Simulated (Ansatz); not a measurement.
System: C₃H₅O₂ (charge 0, doublet). It need not be the lowest isomer of its formula. 
Coordinates optimised at B3LYP-D3(BJ)/def2-TZVP (Ansatz, a first-principles code):
```
C
O 1 1.3735
C 2 1.3557 1 119.07
O 3 1.1967 2 125.61 1 1.13
H 1 1.0782 2 116.53 3 -8.06
H 3 1.0955 4 125.86 2 179.98
C 1 1.4741 5 126.00 2 161.96
H 7 1.0897 1 110.02 5 25.96
H 7 1.0939 8 108.52 1 -122.11
H 7 1.0995 8 107.74 9 -115.36
```
Charge 0, spin multiplicity 2.

Total electronic energies in hartree. Cores are frozen in the correlated levels unless marked. UHF or UKS for open shells. No spin-orbit coupling. No relativistic terms. CBS marks a two-point X^-3 extrapolation of the correlation energy; Hartree-Fock from the larger set. [CCSD(T)-MP2]/basis is that difference in the basis named.

```tsv
level	program	energy (Eh)
PBE-D4/def2-TZVPD	Ansatz + dftd4	…
PBE0/STO-3G	Ansatz	-263.92737
PBE0/def2-SVP	Ansatz	-267.22211
LC-wPBE-D3(BJ)/def2-TZVPD	Ansatz + dftd3	…
RPA@PBE/cc-pVTZ	Ansatz	-267.73499
MP2/6-31G*	Ansatz	-266.91123
SCS-MP2/STO-3G	Ansatz	-262.98455
CCSD/cc-pVTZ	Ansatz	-267.26252
RI-MP2/CBS(cc-pVTZ,cc-pVQZ)+[CCSD(T)-MP2]/cc-pVTZ	Ansatz	-267.4385
```

**Question.** Complete the blanks.

**Answer.** 
- PBE-D4/def2-TZVPD, energy (Eh): -267.52738
- LC-wPBE-D3(BJ)/def2-TZVPD, energy (Eh): -267.66810
